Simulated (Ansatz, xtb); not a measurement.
# Ranking isomers of C3H4FNOSi

4 gas-phase structures of C3H4FNOSi, from a drawn sample of its isomers (lower ones may exist). Each was relaxed with GFN2-xTB:

A. `Fc1nc([SiH3])co1`, a singlet
B. `Fc1ncoc1[SiH3]`, a singlet
C. `Fc1coc([SiH3])n1`, a singlet
D. `Fc1ncc([SiH3])o1`, a singlet

Problem. Estimate their order in r2SCAN-D4/def2-SVP energy at these geometries, lowest first.

Solution. Calculated order at r2SCAN-D4/def2-SVP: D (0.0), A (5.5), B (6.3), C (15.2) kJ/mol. Less than 1 kcal/mol parts A and B, so the order within that pair means little.

Energies above the lowest of each column, in kJ/mol; the last columns are at B3LYP-D3(BJ)/def2-SVP geometries:

```json
{"structure": "D", "GFN2-xTB": "0.0", "HF/STO-3G": "0.0", "r2SCAN-D4/def2-SVP": "0.0", "B3LYP-D3(BJ)/def2-SVP": "0.0", "CCSD(T)/def2-SVP + ΔMP2/def2-TZVPP": "0.0"}
{"structure": "A", "GFN2-xTB": "8.2", "HF/STO-3G": "4.9", "r2SCAN-D4/def2-SVP": "5.5", "B3LYP-D3(BJ)/def2-SVP": "4.8", "CCSD(T)/def2-SVP + ΔMP2/def2-TZVPP": "4.3"}
{"structure": "B", "GFN2-xTB": "4.5", "HF/STO-3G": "10.3", "r2SCAN-D4/def2-SVP": "6.3", "B3LYP-D3(BJ)/def2-SVP": "3.3", "CCSD(T)/def2-SVP + ΔMP2/def2-TZVPP": "5.8"}
{"structure": "C", "GFN2-xTB": "9.7", "HF/STO-3G": "9.6", "r2SCAN-D4/def2-SVP": "15.2", "B3LYP-D3(BJ)/def2-SVP": "15.3", "CCSD(T)/def2-SVP + ΔMP2/def2-TZVPP": "17.9"}
```

Every level run on D puts it lowest or level with the lowest. ΔMP2 is the change of the MP2 energy from the smaller to the larger basis.

Over these structures GFN2-xTB departs from r2SCAN-D4/def2-SVP by 2.5 kJ/mol on average once a common shift is removed. A GFN2-xTB relaxation took about 0.079 s and the r2SCAN-D4/def2-SVP energy about 1.6 s on a shared host (Ansatz 0.2.0, xtb 6.7.1).
